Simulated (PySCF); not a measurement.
# Excitation energy of V by level of theory

V [Ar] 3d3 4s2 (4F) → V [Ar] 3d5 (6S), as a difference of total energies. Calculation: PySCF 2.14, in x2c-QZVPPall; the spin-free X2C one-electron Hamiltonian (Gaussian nucleus). Correlated levels: valence: [Ar] frozen; valence and next inner shell: [Ne] frozen. The calculations carry no spin-orbit coupling.

```tsv
method	excitation energy (eV)
UHF	3.783
LDA	0.973
PBE	1.222
PBE0	1.781
r2SCAN	1.697
TPSS	1.510
wB97X-V	2.203
HSE06	1.804
CAM-B3LYP	2.239
MP2 (valence)	2.736
SCS-MP2 (valence)	4.226
MP2 (valence and next inner shell)	1.821
SCS-MP2 (valence and next inner shell)	3.342
```

Question: How much does correlation contribute at MP2 (valence and next inner shell)?

Answer: 1.821 − (3.783) = -1.962 eV, measured against UHF.

A first-order spin-orbit estimate (lowest level to lowest level, LS coupling) adds 0.043 eV.
